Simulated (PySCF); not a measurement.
Computed shifts of a molecule C3H3F3, HF/pcSseg-1 (PySCF), GIAO, gas phase, atoms alike by connectivity averaged where their shifts nearly agree, in ppm (number of nuclei): ¹³C: 164.8 (1), 104.9 (1), 99.7 (1). ¹⁹F: -110.1 (1), -111.5 (1), -125.1 (1). ¹H: 5.95 (1), 5.84 (2). References: ¹³C against TMS (σ = 192.6 ppm); ¹⁹F against CFCl3 (σ = 238.5 ppm); ¹H against TMS (σ = 31.99 ppm), references at their B3LYP-D3(BJ)/def2-TZVP geometries, non-relativistic. Geometry optimised at PBE0-D3(BJ)/def2-SVP. Other conformers were not sampled.

Q: Identify the compound among the candidates.
(A) C=C(F)C(F)F
(B) F/C=C\C(F)F
(C) C=CC(F)(F)F
(D) F[C@H]1[C@H](F)[C@H]1F

A: A, C=C(F)C(F)F
